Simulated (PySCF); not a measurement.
Ligands exchanged one at a time, Sn F-OCH3. Gas-phase values, no solvent. One relaxed conformer stands for each flexible species; it need not be the lowest. Strings in code marks are SMILES.

Calculation: PySCF with TPSSh-D3(BJ)/def2-TZVP // PBE0-D3(BJ)/def2-SVP. Delta-SCF ions had no search for a lower state. Excitations are Tamm–Dancoff values on a coarser integration grid. The basis has no diffuse functions, so Rydberg states are missing or too high.

```
species                                                                                             S1 oscillator strength  HOMO (eV)  brightest of the four lowest singlets (TDA) (eV)  HOMO–LUMO gap (eV)  vertical ionisation energy (Delta-SCF) (eV)
--------------------------------------------------------------------------------------------------  ----------------------  ---------  ------------------------------------------------  ------------------  -------------------------------------------
0 of 4 F replaced by OCH3                                                                                            0.000     -11.21                                                 –                6.84                                        14.13
1 of 4 F replaced by OCH3 (`[O]([Sn]([F])([F])[F])C`)                                                                0.005          …                                              5.21                4.66                                        11.25
2 of 4 F replaced by OCH3 (`[F][Sn]([O]C)([O]C)[F]` (C–O–Sn–F torsion 56°, F–Sn–O–C torsion -58°))                   0.000      -7.79                                              5.31                4.78                                            –
3 of 4 F replaced by OCH3 (`[F][Sn]([O]C)([O]C)[O]C`)                                                                    …          …                                              5.35                4.92                                            …
4 of 4 F replaced by OCH3                                                                                                …      -7.10                                              4.75                5.02                                         9.13
```

Task: Complete the blanks.

Result: 
- 1 of 4 F replaced by OCH3 (`[O]([Sn]([F])([F])[F])C`), HOMO (eV): -8.30
- 3 of 4 F replaced by OCH3 (`[F][Sn]([O]C)([O]C)[O]C`), S1 oscillator strength: 0.008
- 3 of 4 F replaced by OCH3 (`[F][Sn]([O]C)([O]C)[O]C`), HOMO (eV): -7.42
- 3 of 4 F replaced by OCH3 (`[F][Sn]([O]C)([O]C)[O]C`), vertical ionisation energy (Delta-SCF) (eV): 9.60
- 4 of 4 F replaced by OCH3, S1 oscillator strength: 0.000
